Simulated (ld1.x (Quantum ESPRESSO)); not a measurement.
Results of a calculation; reference values are marked as such.
**Pseudopotentials across the periodic table**

Generated with ld1.x 7.5 (TM, RRKJ, ultrasoft, PAW), atompaw 4.2 or ONCVPSP 4.0.1. The cutoff is in Ry: for ld1.x and atompaw files where the sum of valence levels is converged to 10 mRy in a Bessel basis, for ONCV files where the hardest occupied wave has 1 mHa per electron of residual kinetic energy. The error is the largest all-electron minus pseudo excitation energy over each file’s own four to seven test configurations (ionisations up to +4, promotions, holes and added fractions of an electron), all of which were solved. The labels leave out finer settings (local radius, basis sizes, second energies), which also bear on the numbers. Spin-polarised tests are not counted. The rows are a selection from randomly drawn settings: files with unsolved tests, undetermined cutoffs or missed reference levels are left out.

A true bound ghost makes a file unfit for plane-wave use even where its test errors are small: the radial tests pick states by their node count and pass the ghost by.

```csv
element,potential,cutoff (Ry),largest error (meV),bound ghosts
F,"TM, PBEsol, scalar-relativistic, rc 0.70/1.10/1.00 (spd), local smoothed, core correction no, reference 2s1.5 2p5.5",110,+1055,none
F,"PAW, PBEsol, non-relativistic, rc 0.60/1.10/1.25 (spd), local smoothed, core correction yes, reference 2s2 2p3",110,-11,none
F,"TM, Wu–Cohen, scalar-relativistic, rc 0.50/1.35/1.35 (spd), local d, core correction yes, reference 2s2 2p4.5",300,+1909,none
Tc,"RRKJ, PBE, non-relativistic, rc 2.05/2.80/2.20 (spd), local s, core correction no, reference 4d5 5s2 5p0",35,+99,none
Te,"ultrasoft, PBE, scalar-relativistic, rc 1.90/2.25/2.10 (spd), local smoothed, core correction yes, reference 5s2 5p3",10,-204,s
```

Task: Fill in the row for Pt: ultrasoft, PBE, scalar-relativistic, rc 2.20/3.60/1.40 (spd), local smoothed, core correction no, reference 5d9 6s0.5 6p0.

Result: cutoff 50 Ry, largest error -281 meV, bound ghosts: none.

Task: Fill in the row for Ir: TM semilocal, PBE, scalar-relativistic, rc 2.15/1.05/2.10 (spd), local d, core correction yes, reference 5p6 5d7 6s1 6p0.

Result: cutoff 140 Ry, largest error -31 meV, bound ghosts: none.

Task: Fill in the row for H: TM, PBE, scalar-relativistic, rc 1.30/1.35 (sp), local p, core correction no, reference 1s0.75.

Result: cutoff 18 Ry, largest error +0.7 meV, bound ghosts: none.
